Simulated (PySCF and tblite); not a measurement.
Values are calculated unless marked as measured or tabulated.
System: C5H10Si2, numbered as in [SiH3:1][C:2]1([SiH3:3])[CH:4]=[CH:5][CH:6]=[CH:7]1.

For the shift of Si1 from C2 to C7: electronic barrier 14.46 kcal/mol, zero-point change -0.25 kcal/mol, thermal and entropy terms at 250 K a further 0.39 kcal/mol (symmetry numbers apart). The minimum is C2v, the saddle C1. Geometries: B3LYP-D3(BJ)/def2-SVP; energies: PBE0/pcSseg-1 + D3(BJ), IEF-PCM dichloromethane; zero-point and thermal terms from GFN2-xTB harmonic modes (soft modes blended into free rotors). Rate constants are transition-state-theory values, counting equivalent paths, without tunnelling. Programs: tblite and PySCF.

Q: How many equivalent paths lead out of the minimum?

A: 4: the symmetry number of the minimum is 2, that of the saddle displaced along its mode 1, and the displaced saddle is chiral while the minimum is not, which doubles the count.

Q: Work out the rate at 250 K.

A: ΔG‡ = 14.60 kcal/mol; k_B T/h = 5.2×10¹² s⁻¹; exp(−ΔG‡/RT) = 1.7×10⁻¹³; times 4 gives k = 3.6 s⁻¹. Wigner's tunnelling factor for the 237i cm⁻¹ mode would be 1.08.
